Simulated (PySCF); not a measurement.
# One molecule, several mistakes: AlClGeH3 anion

All numbers below are calculated, not measured. The program is PySCF 2.14.0, an open-source quantum chemistry code, run on an isolated molecule that a program drew, which may never have been made. The molecule is AlClGeH3 anion (charge -1, singlet), drawn as the SMILES string `[Cl][AlH][GeH2-]`.

Each row is a Hartree-Fock (HF) and frozen-core CCSD(T) single point in the aug-cc-pV(D+d)Z basis, meant for a local HF minimum. Run 1 is clean. Each other run has one planted mistake out of seven kinds, and not every kind appears here: one electron removed, one electron added, multiplicity raised by two, geometry at a saddle point, minimal basis STO-3G, one bond length entered in bohr, all coordinates scaled. The reference is restricted for singlets and unrestricted otherwise, and also for a bond in bohr. Adding or removing an electron swaps singlet and doublet. Electrons count all cores. HOMO and LUMO are orbital energies over both spins, the gradient is its largest component, and the lowest frequency (negative if imaginary) is given only where the gradient is small. Bond lengths are over the 5 bonds as drawn. T1 is the CCSD diagnostic: over 0.02 (restricted) or 0.045 (unrestricted) a single reference is doubtful. Germanium has the aug-cc-pVDZ-PP basis, with a core potential (ECP10MDF) in place of its 10 inner electrons, and its 3s, 3p and 3d shells are frozen in CCSD(T).

Geometry of the clean run:
```xyz
6
AlClGeH3 anion, angstrom
Cl   -0.7550    3.1461    0.4219
Al   -0.4883    1.1490    1.3740
Ge    0.4628   -0.8579    0.2671
H    -0.7086    1.4363    2.9440
H    -0.4375   -1.9033    1.0619
H    -0.3713   -0.8191   -1.0797
```

| run | electrons | basis functions | <S^2> | HOMO (eV) | LUMO (eV) | gradient (hartree/bohr) | lowest frequency (cm^-1) | mean bond (Å) | longest bond (Å) | T1 | HF (hartree) | CCSD(T) (hartree) | mistake |
|---|---|---|---|---|---|---|---|---|---|---|---|---|---|
| 1 | 66 | 123 | 0.000 | -2.63 | 3.16 | 1.0e-05 | 93 | 1.8996 | 2.481 | 0.0177 | -996.64279 | -997.03424 | no fault |
| 2 | 65 | 123 | 0.770 | -9.92 | -0.92 | 4.0e-02 | - | 1.8996 | 2.481 | 0.0162 | -996.58265 | -996.93850 | one electron removed |
| 3 | 66 | 123 | 0.000 | -2.36 | 3.14 | 3.6e-02 | - | 1.7837 | 2.330 | 0.0168 | -996.62696 | -997.01685 | all coordinates scaled |
| 4 | 66 | 123 | 2.012 | -0.69 | 3.20 | 2.8e-02 | - | 1.8996 | 2.481 | 0.0186 | -996.58546 | -996.95457 | ? |
| 5 | 66 | 123 | 0.000 | -1.68 | 3.13 | 5.0e-05 | -310 | 1.8344 | 2.304 | 0.0137 | -996.63265 | -997.02207 | ? |

**Which mistake was planted in run 4, and what did it cost?**

Electrons, basis and geometry are unchanged, and <S^2> is 2.012, beside S(S+1) = 2.00 for a multiplicity of 3. So the mistake is: multiplicity raised by two. Subtracting run 1 and multiplying by 627.51 kcal/mol a hartree, the energy moved by 36.0 kcal/mol in HF and 50.0 kcal/mol in CCSD(T).

**Which mistake was planted in run 5, and what did it cost?**

The gradient is small, so the point is stationary, but the lowest frequency is imaginary (-310 cm^-1). So the mistake is: geometry at a saddle point. Subtracting run 1 and multiplying by 627.51 kcal/mol a hartree, the energy moved by 6.4 kcal/mol in HF and 7.6 kcal/mol in CCSD(T).

